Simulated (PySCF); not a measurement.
`C[C@@H](Cl)CC(=O)O`, C4H7ClO2

Molfile (atoms numbered from 1):
```
C4H7ClO2
     RDKit          3D

 14 13  0  0  0  0  0  0  0  0999 V2000
   -1.6604    0.5585    0.4725 C   0  0  0  0  0  0  0  0  0  0  0  0
   -0.7730   -0.6364    0.7628 C   0  0  1  0  0  0  0  0  0  0  0  0
   -1.6906   -2.1477    0.4421 Cl  0  0  0  0  0  0  0  0  0  0  0  0
    0.4884   -0.6592   -0.0919 C   0  0  0  0  0  0  0  0  0  0  0  0
    1.4683    0.4207    0.3024 C   0  0  0  0  0  0  0  0  0  0  0  0
    1.3477    1.1909    1.2149 O   0  0  0  0  0  0  0  0  0  0  0  0
    2.5351    0.4172   -0.5041 O   0  0  0  0  0  0  0  0  0  0  0  0
   -1.9432    0.5816   -0.5774 H   0  0  0  0  0  0  0  0  0  0  0  0
   -1.1173    1.4678    0.7184 H   0  0  0  0  0  0  0  0  0  0  0  0
   -2.5640    0.5182    1.0752 H   0  0  0  0  0  0  0  0  0  0  0  0
   -0.5061   -0.6634    1.8221 H   0  0  0  0  0  0  0  0  0  0  0  0
    0.2449   -0.5354   -1.1493 H   0  0  0  0  0  0  0  0  0  0  0  0
    1.0025   -1.6182    0.0098 H   0  0  0  0  0  0  0  0  0  0  0  0
    3.1668    1.1049   -0.2396 H   0  0  0  0  0  0  0  0  0  0  0  0
  1  2  1  0
  2  3  1  0
  2  4  1  0
  4  5  1  0
  5  6  2  0
  5  7  1  0
  1  8  1  0
  1  9  1  0
  1 10  1  0
  2 11  1  1
  4 12  1  0
  4 13  1  0
  7 14  1  0
M  END
```

Method: GIAO CAM-B3LYP/pcSseg-1 magnetisability, rotational g tensor and spin-rotation constants, non-relativistic, gas phase in PySCF. Geometry: GFN2-xTB.

Task: How diamagnetic is it, and how anisotropic?

Result: Isotropic -1222 × 10⁻³⁰ J/T², or -73.6 × 10⁻⁶ cm³/mol; principal values -1297, -1241, -1126 × 10⁻³⁰ J/T², anisotropy 150 × 10⁻³⁰ J/T² (root of half the summed squared differences of the principal values). The susceptibility is in cgs units.

Task: Split it along the inertial axes a, b, c into diamagnetic and paramagnetic parts about the centre of mass, with the quadrupole moment.

Result: 
```
axis  χ (10⁻⁶ cm³/mol)  diamagnetic (10⁻⁶ cm³/mol)  paramagnetic (10⁻⁶ cm³/mol)  summed x² of all electrons (Å²)  quadrupole Θ (D Å)
   a             -75.0                      -370.9                        296.0                            233.2               +2.12
   b             -72.7                     -1094.4                       1021.7                             62.6               -2.56
   c             -73.0                     -1254.8                       1181.8                             24.8               +0.44
```
Anisotropies 2χaa − χbb − χcc = -4.2 and 2χbb − χaa − χcc = +2.6 × 10⁻⁶ cm³/mol. Θ is traceless in Buckingham's convention.

Task: And the rotational g tensor?

Result: 
```csv
axis,rotational constant (GHz),g,nuclear part,electronic part
a,4.5339,-0.0297,0.6007,-0.6304
b,1.1050,-0.0070,0.5234,-0.5304
c,0.9648,-0.0067,0.5289,-0.5357
```
Asymmetric top; isotopes 12C, 35Cl, 1H, 16O; no vibrational averaging.
